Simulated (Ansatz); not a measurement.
The first iterations of a band of a periodic cell of 17 atoms, Li16H (host Li, host structure bcc, interstitial H).

The calculation used DFT PBE, scalar-relativistic, plane waves, PAW in Ansatz. Settings: cutoff 420 eV, k mesh 4x4x4, fermi-dirac smearing 0.05 eV, no spin polarisation.

* movable images: 5
* climbing image: yes
* spring: 2.0 eV/Å²
* optimiser: fire
* start path: straight line
* force threshold: 0.03 eV/Å
* iteration limit: 33
* end points: relaxed

Image 0:

```xyz
17
Lattice="6.9800 0.0000 0.0000 0.0000 6.9800 0.0000 0.0000 0.0000 6.9800" Properties=species:S:1:pos:R:3
Li 0.211 0.007 -0.009
Li 3.280 0.007 -0.010
Li 0.065 3.498 0.053
Li -0.097 0.003 3.623
Li 1.743 1.587 1.770
Li 3.425 3.498 0.053
Li 3.588 0.003 3.624
Li 5.232 1.673 1.669
Li -0.084 3.493 3.386
Li 1.743 5.390 1.777
Li 1.744 1.856 5.084
Li 3.572 3.493 3.386
Li 5.232 5.307 1.672
Li 5.234 1.784 5.357
Li 1.744 5.124 5.086
Li 5.234 5.205 5.361
H 1.748 -0.009 0.927
```

Image 6:

```xyz
17
Lattice="6.9800 0.0000 0.0000 0.0000 6.9800 0.0000 0.0000 0.0000 6.9800" Properties=species:S:1:pos:R:3
Li -0.020 0.000 0.201
Li 3.634 0.000 -0.106
Li 0.062 3.490 0.071
Li -0.016 0.000 3.288
Li 1.772 1.569 1.751
Li 3.376 3.490 -0.071
Li 3.633 0.000 3.592
Li 5.084 1.855 1.748
Li 0.064 3.490 3.419
Li 1.772 5.411 1.751
Li 1.673 1.670 5.243
Li 3.378 3.490 3.567
Li 5.084 5.125 1.748
Li 5.357 1.797 5.237
Li 1.673 5.310 5.243
Li 5.357 5.183 5.238
H 0.898 0.000 1.737
```

| iteration | highest image above the first end (eV) | largest band force component (eV/Å) |
| --- | --- | --- |
| 1 | 0.147 | 0.270 |
| 2 | 0.144 | 0.256 |
| 3 | 0.138 | 0.229 |
| 4 | 0.131 | 0.197 |
| 5 | 0.123 | 0.159 |
| 6 | 0.115 | 0.120 |
| 7 | 0.107 | 0.111 |
| 8 | 0.100 | 0.107 |
| 9 | 0.092 | 0.102 |

Does the band converge within its limit, and where does its top end?

It converged. It ended after 28 iterations with the highest image 0.011 eV above the first end. Beside the main top the profile has a ripple of under 15 meV (maxima at images 2, 4), which may be a very shallow well or noise. By the program's own check the climbing image is a first-order saddle point (lowest curvatures found: -0.14 and 0.14 eV/Å²). Limits of this set-up: coarse k mesh, odd electron count without spin.

The run took 28 min on 2 threads of Intel(R) Xeon(R) Platinum 8559C (Emerald Rapids), with other jobs on the host, peak memory 2.2 GiB.
